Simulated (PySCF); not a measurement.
Input for PySCF: R-HF/3-21G on C2H4BCl (SMILES C=CBCl), a point of a torsion scan.

```python
from pyscf import gto, scf, dft, mp
from pyscf.data.elements import chemcore

mol = gto.M(
    atom='''
    C    -1.17838906    0.08121327   -0.14488679
    C    -0.12887023   -0.37879712    0.53751242
    B     1.33404695    0.02439595    0.23091028
    Cl    2.59453234   -0.62261275    1.16455573
    H    -1.05431094    0.77307138   -0.96264875
    H    -2.19320203   -0.20878256    0.07991744
    H    -0.32708201   -1.07214379    1.34819283
    H     1.60521979    0.76975357   -0.63410391
    ''',
    basis='3-21g',
    charge=0, spin=0, verbose=3, max_memory=1800)
mf = scf.RHF(mol)
mf.conv_tol = 1e-8
mf.max_cycle = 100
mf.kernel()
if not mf.converged:
    mf = mf.newton().run(mf.mo_coeff, mf.mo_occ)
```

Output:

```
converged SCF energy = -559.485462966366
```

The run converged.

Cost: very roughly 0.4 core-seconds.
